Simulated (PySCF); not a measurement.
**Nuclear quadrupole coupling in `C=CC(=O)OCOC=O`**

Species: C5H6O4.
Z-matrix (Å and degrees, GFN2-xTB geometry), rows numbered from 1:
```
C 
C   1  1.3258
C   2  1.4738  1  121.02
O   3  1.2007  2  126.42  1     1.18
O   3  1.3609  2  110.18  1  -179.86
C   5  1.4005  3  117.44  2   177.07
O   6  1.4161  5  110.30  3   -94.23
C   7  1.3316  6  117.48  5   -93.57
O   8  1.1908  7  126.85  6    -3.29
H   1  1.0763  2  122.27  3   179.76
H   1  1.0780  2  120.19  3    -0.23
H   2  1.0788  1  123.43  3  -179.64
H   6  1.0958  5  107.18  3   146.29
H   6  1.0965  5  110.24  3    23.25
H   8  1.1019  7  108.10  6   177.83
```

Field gradients from the B3LYP/pcJ-1 density (PySCF, non-relativistic), principal values in atomic units, ordered |Vxx| ≤ |Vyy| ≤ |Vzz|:

```
atom      Vxx      Vyy      Vzz
  O4   0.6421   0.8788  -1.5209
  O5  -0.5595  -1.1372   1.6967
  O7  -0.5878  -1.0501   1.6379
  O9   0.5376   1.0542  -1.5918
```

Find the asymmetry η = (Vxx − Vyy)/Vzz and the couplings χ = eQV/h (234.96 MHz × Q in barn × V in au), with Q(17O) = −0.0256 b.

| atom | environment | nucleus | η | χzz (MHz) | χxx (MHz) | χyy (MHz) |
| --- | --- | --- | --- | --- | --- | --- |
| O4 | ester carbonyl oxygen | 17O | 0.16 | 9.15 | -3.86 | -5.29 |
| O5 | ester single-bonded oxygen | 17O | 0.34 | -10.21 | 3.37 | 6.84 |
| O7 | ester single-bonded oxygen | 17O | 0.28 | -9.85 | 3.54 | 6.32 |
| O9 | ester carbonyl oxygen | 17O | 0.32 | 9.58 | -3.23 | -6.34 |

What is Vzz at O5 in SI units (1 au = 9.71736 × 10²¹ V/m²)?

1.6967 au = 16.488 × 10²¹ V/m².

And the gradient at the other heavy atoms, for which no coupling is worked out here?

```
atom                     environment  Vzz (au)     η
  C1            terminal =CH2 carbon     0.440  0.22
  C2                alkene CH carbon     0.252  0.91
  C3           ester carbonyl carbon    -0.405  0.78
  C6  sp3 carbon bearing two oxygens    -0.523  0.73
  C8           ester carbonyl carbon    -0.398  0.93
```

Were the hydrogens deuterons (Q(2H) = 0.00286 b), χzz would run from 175 kHz (H14) to 217 kHz (H10).

One conformer (not necessarily the lowest) at the GFN2-xTB geometry, without solvent, vibrations or thermal averaging. GFN2-xTB bond lengths can be off by several hundredths of an ångström, more for odd bonds, and the gradients follow them. The basis is small and wasn't made for field gradients, so the couplings can be 20 % off.
